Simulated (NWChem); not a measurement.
System: BHBrCl; SMILES ClBBr

Here is an NWChem input.

```
start job
memory heap 200 mb stack 900 mb global 1100 mb
geometry units angstroms noautosym nocenter noautoz
  B     -0.747053    -0.588948     0.000008
  H     -1.945145    -0.650492     0.002821
  Cl     0.193421    -2.048782    -0.000198
  Br     0.087414     1.113470    -0.000219
end
basis spherical
  * library 6-31g*
end
dft
  xc hfexch
  iterations 150
end
property
  shielding
end
task dft property
```

All runs use the structure optimised with PBE0/def2-SVP.

GIAO values for the isolated, static molecule; σ is the absolute isotropic shielding, δ = σ(reference) − σ with the isolated reference molecule computed at the same levels (11B: boron trifluoride, 1H: tetramethylsilane). Spin-orbit effects, on the heavy nuclei and on their neighbours, are missing.

Atoms are numbered as in the input.

Question: What results follow from this input? (Hartree-Fock/6-31G* (spherical d), GIAO.) Quantities: δ B1 (ppm); δ H2 (ppm); σ Cl3 (ppm); σ Br4 (ppm).

Answer: 
```json
{
 "δ B1 (ppm)": "58.3",
 "δ H2 (ppm)": "6.83",
 "σ Cl3 (ppm)": "759.8",
 "σ Br4 (ppm)": "2369.4"
}
```
